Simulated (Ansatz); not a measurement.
AlNH₄SO, singlet: at the end structure of a reaction step.

in.yaml

```yaml
crystal:
  periodic: [false, false, false]
  atoms:
    - {symbol: Al, position_ang: [-0.839927, -0.207268, -0.332916]}
    - {symbol: N, position_ang: [1.069144, -0.261479, 0.293997]}
    - {symbol: S, position_ang: [-1.515891, -1.998697, -1.002263]}
    - {symbol: H, position_ang: [1.381256, -1.220287, 0.161789]}
    - {symbol: O, position_ang: [-1.056090, 1.449204, 0.003864]}
    - {symbol: H, position_ang: [1.170468, -0.014295, 1.274522]}
    - {symbol: H, position_ang: [1.676610, 0.358544, -0.234542]}
    - {symbol: H, position_ang: [-1.885570, 1.894379, -0.164352]}
basis:
  gaussian: {orbitals: def2-TZVPP}
hamiltonian: {xc: {name: wB97M-V}}
```

Command:

```bash
ansatz run in.yaml --threads 4 --pin off --events-out ev --progress --plain --max-ram 9574MiB
```

Output of Ansatz 0.2.0:

```
Functional definition: wB97M-V
  name "wB97M-V"
  cite "Mardirossian & Head-Gordon, J. Chem. Phys. 144, 214110 (2016) doi:10.1063/1.4952647"
  cite "Becke, J. Chem. Phys. 107, 8554 (1997) doi:10.1063/1.475007"
  cite "Vydrov & Van Voorhis, J. Chem. Phys. 133, 244103 (2010) doi:10.1063/1.3521275"
  # Of w^i u^j: cxij and so on, Table III.
  parameter omega = 0.3/bohr
  parameter cx = 0.15
  parameter cx01 = 1.007
  parameter cx10 = 0.259
  parameter css00 = 0.443
  parameter css04 = -1.437
  parameter css10 = -4.535
  parameter css20 = -3.390
  parameter css43 = 4.278
  parameter cos00 = 1.000
  parameter cos10 = 1.358
  parameter cos20 = 2.924
  parameter cos21 = -8.812
  parameter cos60 = -1.390
  parameter cos61 = 9.142
  parameter b = 6.0
  parameter c = 0.01
  gx(w, u) = 1 - cx + cx01*u + cx10*w
  gss(w, u) = css00 + css04*u^4 + css10*w + css20*w^2 + css43*w^4*u^3
  gos(w, u) = cos00 + cos10*w + (cos20 + cos21*u)*w^2 + (cos60 + cos61*u)*w^6
  exchange = spin_sum(e_x_unif_sr(omega)*gx(b97_w, b97_u_x)) + cx*exact_x_sr(omega) + exact_x_lr(omega)
  correlation = spin_sum(e_c_pw_mod_same_spin*gss(b97_w, b97_u_same))
      + integral(e_c_pw_mod_opposite_spin*gos(b97_w_opposite, b97_u_opposite)) + vv10(b, c)
1105 factors; their error is unknown
249 factors; integrals over basis functions are off by at most 1.1e-5 eV
mean field evaluation 1: about -21030.5243 eV, gradient 6.4e1 eV
mean field evaluation 2: about -21030.5657 eV, gradient 6.8e1 eV
mean field evaluation 4: about -21037.9730 eV, gradient 2.4e0 eV
mean field evaluation 8: about -21037.9912 eV, gradient 7.7e-2 eV
mean field evaluation 16: about -21038.0019 eV, gradient 7.9e-5 eV
mean field -21038.00190051 eV, -773.1323097740 hartree, gradient 7.9e-5 eV, S^2 0.000000; 0 other end points of the search recorded, 0 dependent functions left out
reference -21038.00194814 eV, -773.1323115242 hartree; 24, 24 occupied and 178, 178 virtual orbitals, 1105 factors
Total energy: -21038.00194814 eV, -773.1323115242 hartree
```

The lines “mean field evaluation” count trial sets of orbitals through the whole run, from several starts and some on an approximate energy, so they need not fall steadily or lie above the final value.

Hardware: 4 CPU threads of an Arm Neoverse V1, shared host. Wall time about 6 s.
